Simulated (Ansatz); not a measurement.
Geometry optimisation, RKS PBE0-D4/def2-SVP (Ansatz 0.2.0).

The input (input.yaml):

```yaml
crystal:
  periodic: [false, false, false]
  atoms:
    - { symbol: C, position_ang: [-0.6331, 1.3202, 0.8457] }
    - { symbol: Si, position_ang: [0.71, 0.2101, 0.426] }
    - { symbol: C, position_ang: [0.1099, -1.2333, -0.6355] }
    - { symbol: S, position_ang: [-0.3798, -2.5834, 0.1349] }
    - { symbol: S, position_ang: [0.2479, -1.098, -2.3814] }
    - { symbol: H, position_ang: [-1.1408, 1.7794, -0.0773] }
    - { symbol: H, position_ang: [-0.3011, 2.2143, 1.4334] }
    - { symbol: H, position_ang: [-1.4222, 0.8714, 1.401] }
    - { symbol: H, position_ang: [1.3512, -0.2191, 1.7401] }
    - { symbol: H, position_ang: [1.7703, 0.9942, -0.2553] }
    - { symbol: H, position_ang: [-0.247, -2.3128, -2.6112] }
basis:
  gaussian: { orbitals: def2-SVP }
hamiltonian:
  xc: pbe0
  dispersion: d4
relax:
  f_tol: 0.015
  max_steps: 40
```

Run as:

```bash
$ ansatz run input.yaml --threads 2 --pin off --max-ram 3072MiB --backend cpu --events-out ev --progress --plain --runs-dir out
```

**Question.** Where does it end, and by what steps?

**Answer.** The forces met the threshold. After 13 steps the energy has fallen by 0.316 eV; S4 moved furthest, 0.91 Å.

```csv
step,energy less start (eV),largest force component (eV/Å),accepted
0,0.0000,2.975,yes
1,-0.1471,1.531,yes
2,-0.2381,0.852,yes
3,-0.2858,0.277,yes
4,-0.2934,0.154,yes
5,-0.3041,0.052,yes
6,-0.3085,0.103,yes
7,-0.3121,0.174,yes
8,-0.3136,0.096,yes
9,-0.3150,0.021,yes
10,-0.3158,0.032,yes
11,-0.3160,0.030,yes
12,-0.3156,0.065,no
13,-0.3161,0.008,yes
```

```xyz
11
Properties=species:S:1:pos:R:3
C -0.684 1.331 0.977
Si 0.744 0.320 0.318
C 0.048 -1.160 -0.672
S -1.126 -2.072 0.008
S 0.762 -1.415 -2.227
H -1.251 1.785 0.151
H -0.325 2.134 1.638
H -1.360 0.675 1.545
H 1.573 -0.260 1.416
H 1.632 1.128 -0.576
H 0.052 -2.524 -2.558
```

Run time: 50 s on 2 threads of Arm Neoverse V1 (shared host), peak memory 0.27 GiB.
